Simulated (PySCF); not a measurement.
Species: C₃H₈O₃S.
Numbering: `[CH3:1][CH:2]([CH3:3])[S:4](=[O:5])(=[O:6])[OH:7]` (hydrogens: H8, H9, H10 on C1; H11 on C2; H12, H13, H14 on C3; H15 on O7)

The geometry is computed with GFN2-xTB (gas phase).

(1) What internal coordinates does the optimisation give?

Results:

(1) 
| bond | length (Å) | order |
| --- | --- | --- |
| C1–C2, C2–C3 | 1.512 | single |
| C2–S4 | 1.812 | single |
| S4=O5, S4=O6 | 1.430 | double |
| S4–O7 | 1.627 | single |
| C1–H8 and 5 like bonds | 1.088 | single |
| C2–H11 | 1.088 | single |
| O7–H15 | 0.959 | single |

Bonds in one row agree within 0.01 Å and their mean is given. Orders are formal, as drawn. A selection of angles:
| angle | degrees |
| --- | --- |
| C2–C1–H8 | 111.0 |
| C2–C1–H9 | 108.8 |
| H8–C1–H9 | 109.2 |
| H9–C1–H10 | 108.3 |
| C1–C2–C3 | 114.3 |
| C1–C2–S4 | 106.6 |
| C1–C2–H11 | 112.7 |
| C3–C2–S4 | 105.3 |
| C3–C2–H11 | 111.9 |
| S4–C2–H11 | 105.1 |
| C2–S4–O5 | 111.0 |
| C2–S4–O6 | 110.2 |
| C2–S4–O7 | 100.9 |
| O5–S4–O6 | 118.4 |
| O5–S4–O7 | 106.0 |
| O6–S4–O7 | 108.8 |
| S4–O7–H15 | 109.4 |

Dihedral angles: C1–C2–S4–O5 -173° (antiperiplanar); H15–O7–S4–C2 -124° (anticlinal). The mirror-image conformer, all signs reversed, is as good.

The O–S distances run from 1.426 Å (S4=O6, drawn double) to 1.627 Å (S4–O7, drawn single), a spread of 0.201 Å. Of the pairs four or more bonds apart, O6···H9 is among the closest relative to their van der Waals radii: 2.56 Å, 94 % of the sum of Bondi's values. S4 (sulfonyl sulfur) is distorted tetrahedral (angles from 100.9° to 118.4°).

Point group: C1 (no symmetry element, even within 0.4 Å). GFN2-xTB frequencies: not computed here. One conformer, not necessarily the lowest (C1–C2–S4–O5 -173°, C2–S4–O7–H -124°).
